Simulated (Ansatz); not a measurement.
A CCSD(T) single point on `C[CH](C)[SnH]([CH](C)C)[CH](C)C`.

```yaml
crystal:
  periodic: [false, false, false]
  atoms:
    - {symbol: C, position_ang: [-2.914151, -0.239036, -1.066197]}
    - {symbol: C, position_ang: [-1.449248, -0.629568, -1.197648]}
    - {symbol: C, position_ang: [-1.218058, -2.078819, -0.791971]}
    - {symbol: Sn, position_ang: [-0.157200, 0.709558, -0.073524]}
    - {symbol: C, position_ang: [0.065594, 0.010661, 1.968990]}
    - {symbol: C, position_ang: [-1.267878, -0.004142, 2.701628]}
    - {symbol: C, position_ang: [1.103682, 0.838621, 2.711863]}
    - {symbol: C, position_ang: [1.793707, 0.843122, -1.016929]}
    - {symbol: C, position_ang: [2.517216, -0.495132, -0.973116]}
    - {symbol: C, position_ang: [1.683418, 1.374819, -2.437946]}
    - {symbol: H, position_ang: [-3.550860, -0.899711, -1.667854]}
    - {symbol: H, position_ang: [-3.260903, -0.317464, -0.031023]}
    - {symbol: H, position_ang: [-3.098354, 0.786999, -1.393666]}
    - {symbol: H, position_ang: [-1.147866, -0.506810, -2.244022]}
    - {symbol: H, position_ang: [-0.179950, -2.391443, -0.931950]}
    - {symbol: H, position_ang: [-1.469966, -2.247188, 0.259739]}
    - {symbol: H, position_ang: [-1.846828, -2.755778, -1.383403]}
    - {symbol: H, position_ang: [-0.871128, 2.281076, -0.034578]}
    - {symbol: H, position_ang: [0.431660, -1.018806, 1.883483]}
    - {symbol: H, position_ang: [-2.003666, -0.647497, 2.211871]}
    - {symbol: H, position_ang: [-1.700591, 0.999158, 2.765324]}
    - {symbol: H, position_ang: [-1.147455, -0.368642, 3.729545]}
    - {symbol: H, position_ang: [0.799527, 1.887531, 2.787270]}
    - {symbol: H, position_ang: [1.240635, 0.470393, 3.736296]}
    - {symbol: H, position_ang: [2.081300, 0.814794, 2.222708]}
    - {symbol: H, position_ang: [2.354118, 1.566259, -0.414050]}
    - {symbol: H, position_ang: [2.629850, -0.874832, 0.046235]}
    - {symbol: H, position_ang: [3.522226, -0.413447, -1.405203]}
    - {symbol: H, position_ang: [1.985137, -1.257544, -1.551104]}
    - {symbol: H, position_ang: [2.673587, 1.470709, -2.900635]}
    - {symbol: H, position_ang: [1.099272, 0.701898, -3.074161]}
    - {symbol: H, position_ang: [1.206872, 2.357959, -2.474875]}
basis:
  gaussian: {orbitals: def2-TZVPP}
correlation: {method: ccsd_t}
output: {orbitals: {seedname: orbitals}}
```

```sh
$ ansatz run in.yaml --threads 11 --pin off --events-out ev --progress --plain --max-ram 166912MiB --backend cuda --devices 0, --max-vram 75GiB
```

Output of Ansatz, abridged:

```
Functional definition: HF
3836 factors; integrals over basis functions are off by at most 1.1e-3 eV
mean field evaluation 1: about -15420.7166 eV, gradient 5.9e1 eV
mean field evaluation 2: about -15421.1456 eV, gradient 5.9e1 eV
mean field evaluation 4: about -15430.6688 eV, gradient 6.5e0 eV
mean field evaluation 8: about -15430.8190 eV, gradient 3.2e-1 eV
mean field -15430.81949576 eV, -567.0721570842 hartree, gradient 1.4e-6 eV, S^2 0.000000; 0 other end points of the search recorded, 0 dependent functions left out
13 core orbitals not correlated: weight in the atoms' cores, before any rotation towards them, 1.000 or more for the frozen orbitals, at most 0.000 for the correlated occupied ones
reference -15430.81949576 eV, -567.0721570842 hartree; 36, 36 occupied and 588, 588 virtual orbitals, 3836 factors
second order -53.05069967 eV of doubles, -0.00000000 eV of singles
cycle   1  -54.18302400 eV  change    -1.1e0 eV  update   1.5e-1
cycle   2  -55.48013235 eV  change    -1.3e0 eV  update   4.0e-2
cycle   3  -55.68975006 eV  change   -2.1e-1 eV  update   1.8e-2
cycle   4  -55.67822819 eV  change    1.2e-2 eV  update   4.1e-3
cycle   5  -55.67781646 eV  change    4.1e-4 eV  update   1.8e-3
cycle   6  -55.67829327 eV  change   -4.8e-4 eV  update   5.2e-4
cycle   7  -55.67798932 eV  change    3.0e-4 eV  update   2.0e-4
cycle   8  -55.67796877 eV  change    2.1e-5 eV  update   6.6e-5
perturbative correction -2.18381488 eV, -0.0802537167 hartree
Total energy: -15488.68127942 eV, -569.1985384133 hartree
```

It took 110 s on 11 threads of an AMD EPYC 7R13 on a shared host and a whole NVIDIA H100 80 GB, with 4 GiB of host memory at the peak.

MP2 recovers 91.7 % of the CCSD(T) correlation energy and the triples give 3.8 %; T1 = 0.0102.
